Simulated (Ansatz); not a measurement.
Geometry optimisation, RKS PBE0-D4/def2-SVP (Ansatz 0.2.0).

Input file:

```yaml
crystal:
  periodic: [false, false, false]
  atoms:
    - { symbol: B, position_ang: [0.094611, 0.536398, 0.032374] }
    - { symbol: F, position_ang: [-0.080079, 0.496595, 1.342349] }
    - { symbol: F, position_ang: [1.289664, 0.737641, -0.460813] }
    - { symbol: F, position_ang: [-0.955473, 0.483771, -0.754176] }
    - { symbol: O, position_ang: [0.190995, -2.015563, 0.525443] }
    - { symbol: Si, position_ang: [-0.749271, -3.24331, -0.132249] }
    - { symbol: H, position_ang: [0.087143, -4.469379, -0.288432] }
    - { symbol: H, position_ang: [-1.913396, -3.531968, 0.75862] }
    - { symbol: H, position_ang: [-1.240538, -2.81362, -1.468803] }
    - { symbol: H, position_ang: [-0.070957, -1.628066, 1.387987] }
basis:
  gaussian: { orbitals: def2-SVP }
hamiltonian:
  xc: pbe0
  dispersion: d4
relax:
  f_tol: 0.03
  max_steps: 50
output:
  orbitals: {}
```

Launched with:

```bash
$ ansatz run input.yaml --threads 4 --pin off --max-ram 5120MiB --backend cpu --events-out ev --progress --plain --runs-dir out
```

Question: Where does it end, and by what steps?

Answer: It converged. After 21 steps the energy has fallen by 0.376 eV; H8 moved furthest, 0.85 Å. Joined: B1–O5 (2.60 → 1.68 Å).

```json
{"step": "0", "energy less start (eV)": "0.0000", "largest force component (eV/Å)": "0.787", "accepted": "yes"}
{"step": "1", "energy less start (eV)": "-0.0136", "largest force component (eV/Å)": "1.063", "accepted": "yes"}
{"step": "2", "energy less start (eV)": "-0.1498", "largest force component (eV/Å)": "0.863", "accepted": "yes"}
{"step": "3", "energy less start (eV)": "-0.2209", "largest force component (eV/Å)": "1.085", "accepted": "yes"}
{"step": "4", "energy less start (eV)": "-0.2735", "largest force component (eV/Å)": "0.626", "accepted": "yes"}
{"step": "5", "energy less start (eV)": "-0.3065", "largest force component (eV/Å)": "0.340", "accepted": "yes"}
{"step": "6", "energy less start (eV)": "-0.3225", "largest force component (eV/Å)": "0.194", "accepted": "yes"}
{"step": "7", "energy less start (eV)": "-0.3319", "largest force component (eV/Å)": "0.342", "accepted": "yes"}
{"step": "8", "energy less start (eV)": "-0.3458", "largest force component (eV/Å)": "0.154", "accepted": "yes"}
{"step": "9", "energy less start (eV)": "-0.3614", "largest force component (eV/Å)": "0.107", "accepted": "yes"}
{"step": "10", "energy less start (eV)": "-0.3647", "largest force component (eV/Å)": "0.207", "accepted": "yes"}
{"step": "11", "energy less start (eV)": "-0.3700", "largest force component (eV/Å)": "0.060", "accepted": "yes"}
{"step": "12", "energy less start (eV)": "-0.3713", "largest force component (eV/Å)": "0.053", "accepted": "yes"}
{"step": "13", "energy less start (eV)": "-0.3726", "largest force component (eV/Å)": "0.041", "accepted": "yes"}
{"step": "14", "energy less start (eV)": "-0.3733", "largest force component (eV/Å)": "0.035", "accepted": "yes"}
{"step": "15", "energy less start (eV)": "-0.3739", "largest force component (eV/Å)": "0.037", "accepted": "yes"}
{"step": "16", "energy less start (eV)": "-0.3745", "largest force component (eV/Å)": "0.057", "accepted": "yes"}
{"step": "17", "energy less start (eV)": "-0.3749", "largest force component (eV/Å)": "0.104", "accepted": "yes"}
{"step": "18", "energy less start (eV)": "-0.3752", "largest force component (eV/Å)": "0.109", "accepted": "yes"}
{"step": "19", "energy less start (eV)": "-0.3755", "largest force component (eV/Å)": "0.078", "accepted": "yes"}
{"step": "20", "energy less start (eV)": "-0.3751", "largest force component (eV/Å)": "0.066", "accepted": "no"}
{"step": "21", "energy less start (eV)": "-0.3756", "largest force component (eV/Å)": "0.012", "accepted": "yes"}
```

```xyz
10
Properties=species:S:1:pos:R:3
B -0.103 -0.056 0.169
F -0.201 0.414 1.435
F 0.907 0.443 -0.565
F -1.285 -0.214 -0.498
O 0.301 -1.671 0.424
Si -0.747 -2.895 -0.219
H -0.092 -4.165 0.198
H -2.095 -2.785 0.387
H -0.729 -2.725 -1.687
H 0.697 -1.793 1.297
```

Whether the end is a true minimum wasn't checked by a vibrational analysis.

The run took 42 s on 4 threads of Arm Neoverse V1 (shared host), peak memory 0.24 GiB.
